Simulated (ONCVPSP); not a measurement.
# cadmium: ONCV pseudisation with LDA (Perdew-Wang 92), fully relativistic reference atom.

cadmium, optimised norm-conserving Vanderbilt (ONCV), made with ONCVPSP 4.0.1 (LDA (Perdew-Wang 92), fully relativistic). Core [Kr], reference 4d10 5s1.75 5p0.25. Waves: 5s: rc 2.00 bohr, ncon 4, nbas 8, qcut 2.7 1/bohr, 2 projectors, debl 1.5 Ha; 5p: rc 2.80 bohr, ncon 4, nbas 8, qcut 2.6 1/bohr, 2 projectors, debl 2.6 Ha; 4d: rc 1.40 bohr, ncon 3, nbas 8, qcut 11.4 1/bohr, 2 projectors, debl 4 Ha. Local part: polynomial inside 1.20 bohr (lpopt 5, dvloc0 0 Ha). Core correction: Teter function, fcfact 2.75, rcfact 1.05.

Open shells are filled in proportion to 2j + 1.

All-electron outer shells of the reference configuration (LDA (PZ), scalar-relativistic, ld1.x):

| shell | level (eV) | outermost node (bohr) | outermost maximum (bohr) |
| --- | --- | --- | --- |
| 4s | -106.36 | 0.43 | 0.79 |
| 4p | -67.51 | 0.43 | 0.84 |
| 4d | -12.40 | 0.42 | 0.98 |
| 5s | -6.31 | 1.06 | 2.32 |
| 5p | -1.61 | 1.20 | 3.21 |

Problem. Estimate the cutoffs (Ha) at which the residual kinetic energy of the hardest occupied pseudo-wave falls to 1 and 0.1 mHa per electron.

Solution. 38 Ha and 46 Ha.

Problem. Does the potential have ghost states?

Solution. Ghosts flagged at negative energy: s at -84.9 eV; GHOST(+) flagged for p3/2 at 25.4 eV, p1/2 at 30.4 eV. A true bound ghost makes a file unfit for plane-wave use.

Problem. Which valence shell sets the plane-wave cutoff?

Solution. 4d: 38 Ha for 1 mHa per electron, against 7 Ha for 5s.

Its largest configuration-test error is +5.5 meV (4d10 5s0 5p1). 1 of 4 tests not solved or not reliable.
